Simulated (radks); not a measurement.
Re+, configuration [Kr] 4d10 4f14 5s2 5p5 5d5 6s1 5f1 (not the ground configuration). Calculated with a radial shooting solver on a logarithmic mesh with Libxc functionals: scalar-relativistic Kohn-Sham, PBE, spin-polarised, spherical densities, finite nucleus; open shells are filled with parallel spins first (spin-orbit coupling, left out, can overturn this in heavy ions); Fermi nuclear charge, rms radius 5.3698 fm. Some entries of the table are withheld. Estimate them.

orbital,occ.,eigenvalue (eV),r(max) (bohr),<r^2> (bohr^2)
1s up,1,-71655.68,0.01124,0.0004480
1s down,1,-71655.55,0.01124,0.0004480
2s up,1,-12439.94,0.06453,0.006877
2s down,1,-12439.58,0.06453,0.006877
2p up,3,-10861.31,0.05303,0.005708
2p down,3,-10860.98,0.05303,0.005708
3s up,1,-2894.196,0.1820,0.04457
3s down,1,-2894.035,0.1820,0.04457
3p up,3,-2428.480,0.1803,0.04539
3p down,3,-2428.294,0.1803,0.04539
3d up,5,-1899.795,0.1469,0.03764
3d down,5,-1899.513,0.1469,0.03764
4s up,1,-618.6844,0.4126,0.2191
4s down,1,-618.2720,0.4127,0.2191
4p up,3,-465.8758,0.4330,0.2497
4p down,3,-465.4729,0.4331,0.2496
4d up,5,-273.9537,0.4432,0.2897
4d down,5,-273.4645,0.4433,0.2889
5s up,1,-104.3335,0.9381,1.198
5s down,1,-100.7286,0.9315,1.177
5p up,3,-65.9268,1.059,1.616
5p down,2,-61.5560,1.049,1.589
4f up,7,-60.9881,(1),0.4198
4f down,7,-60.0848,(2),0.4078
5d up,5,-22.4016,1.371,3.285
6s up,1,-18.8651,2.311,7.494
5d down,0,-17.5070,1.360,3.387
5f up,1,-2.6174,7.340,69.43

Answer. 
(1) 4f up r(max) (bohr): 0.4170
(2) 4f down r(max) (bohr): 0.4166
